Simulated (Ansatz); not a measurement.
`[Cl][GeH]1[NH]C[O]1`. Total charge 0; spin multiplicity 1. The structure was optimised at the PBE0-D4/def2-TZVP level.

```xyz
9

Cl   -0.815    2.538   -1.280
Ge   -0.874    0.782   -0.064
N     0.008   -0.669   -0.755
C     0.961   -0.572    0.362
O     0.532    0.616    1.033
H    -2.279    0.742    0.547
H    -0.438   -1.565   -0.890
H     1.989   -0.437    0.008
H     0.917   -1.434    1.038
```

Q: What is the dipole moment at ωB97M-V/def2-TZVPP? (Estimate.)

A: The calculation gave: 3.00 D, with components (-1.55, -2.54, 0.37) D in this frame, pointing from negative to positive charge.

Q: And with PBE, r2SCAN, B3LYP? (Estimate.)

A: Ansatz gave: PBE 2.86 D, r2SCAN 2.95 D, B3LYP 2.97 D.

Q: Give the Mulliken charges with ωB97M-V, B3LYP, r2SCAN in def2-TZVPP. (An estimate is asked.)

A: Ansatz gave: 
```
atom  ωB97M-V  B3LYP  r2SCAN
 Cl1    -0.26  -0.28   -0.29
 Ge2     0.63   0.67    0.68
  N3    -0.37  -0.38   -0.42
  C4     0.09   0.13    0.27
  O5    -0.44  -0.45   -0.45
  H6     0.03   0.01    0.00
  H7     0.11   0.13    0.14
  H8     0.11   0.09    0.04
  H9     0.10   0.09    0.04
```

B3LYP here is the variant with VWN-RPA as its local correlation; programs differ in this.
